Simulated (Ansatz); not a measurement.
Reactions of `[OH][In]([SH])[Br]`.

Isolated molecules relaxed with PBE0-D4/def2-TZVP in Ansatz; ΔE leaves out vibrations. CCSD(T)/CBS is the MP2 limit (def2-TZVPP, def2-QZVPP) plus CCSD(T) − MP2 in def2-TZVPP, frozen cores. This one scheme is used for every species. Functionals use def2-TZVPP. Open shells (•) are unrestricted, without spin–orbit coupling. Elements past krypton have def2 core potentials. For Br, In outer-core shells are correlated without core-valence functions, which leaves a few kJ/mol of doubt a bond. Scalar relativity is left out up to krypton. One conformer a species, not always the lowest.

| reaction | HF/CBS(def2) (kJ/mol) | ωB97M-V (kJ/mol) | CCSD(T)/CBS(def2) (kJ/mol) |
| --- | --- | --- | --- |
| `[OH][In]([SH])[Br]` + H₂S → `[OH][In]([SH])[SH]` + HBr | 61 | 46 | 46 |
| `[OH][In]([SH])[Br]` → `[SH][In][Br]`• + `[OH]`• | 217 | 360 | 375 |
| `[OH][In]([SH])[Br]` + `O[SiH3]` → `[SiH3][O][In]([SH])[Br]` + H₂O | -19 | -14 | -21 |
| `[OH][In]([SH])[Br]` + `OB(F)O[SiH3]` → `[OH][In]([F])[SH]` + `OB(Br)O[SiH3]` | 173 | 141 | 140 |
| `[OH][In]([SH])[Br]` + H–F → `[OH][In]([F])[Br]` + H₂S | 31 | 41 | 47 |
| `[OH][In]([SH])[Br]` + HCl → `[OH][In]([Cl])[Br]` + H₂S | -33 | -19 | -17 |
| `[OH][In]([SH])[Br]` + CH₃OH → `C[O][In]([OH])[Br]` + H₂S | 79 | 75 | 71 |
| `[OH][In]([SH])[Br]` + `FCCCCl` → `[OH][In]([Cl])[Br]` + `FCCCS` | -33 | -26 | -25 |
| `[OH][In]([SH])[Br]` + H–F → `[OH][In]([F])[SH]` + HBr | 82 | 75 | 82 |
| `[OH][In]([SH])[Br]` + H₂ → `[OH][InH][SH]` + HBr | 111 | 108 | 115 |

Largest T1 diagnostic: 0.016, for `[OH][In]([F])[SH]`.
